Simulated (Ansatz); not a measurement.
NaSn₆⁻. The state is a singlet with charge -1. Geometry r2SCAN-D4/def2-SVPD; atoms count from 1.

```xyz
7

Na    0.4847    2.6326    0.5429
Sn   -1.2479    0.0869    0.9552
Sn   -1.2429   -1.6353   -1.5914
Sn    1.2655    0.0151   -0.9369
Sn    0.5000   -2.4323    0.7558
Sn   -1.3041    1.3183   -1.7768
Sn    1.5447    0.0148    2.0511
```

In the def2 sets Sn takes a core potential; there is no spin–orbit coupling. The structure comes from a short search, and lower isomers may exist.

(1) Estimate the Mulliken populations from the PBE0/def2-TZVPD orbitals of Ansatz.

(2) And the Mayer bond orders between bonded heavy atoms (over 0.3)?

Results:

(1) 
```
atom  charge (e)
 Na1        0.22
 Sn2       -0.20
 Sn3       -0.14
 Sn4       -0.20
 Sn5       -0.14
 Sn6       -0.27
 Sn7       -0.27
```
Mulliken values and Mayer orders depend strongly on the basis. With diffuse functions, as here, like atoms can get unlike values, and bond orders can come out too low or too high.

(2) Sn2–Sn3 0.52 (3.07 Å); Sn2–Sn4 0.53 (3.15 Å); Sn2–Sn5 0.52 (3.07 Å); Sn2–Sn6 0.57 (3.00 Å); Sn2–Sn7 0.57 (3.00 Å); Sn3–Sn4 0.52 (3.07 Å); Sn3–Sn5 0.54 (3.03 Å); Sn3–Sn6 0.63 (2.96 Å); Sn4–Sn5 0.52 (3.07 Å); Sn4–Sn6 0.57 (3.00 Å); Sn4–Sn7 0.57 (3.00 Å); Sn5–Sn7 0.62 (2.96 Å).
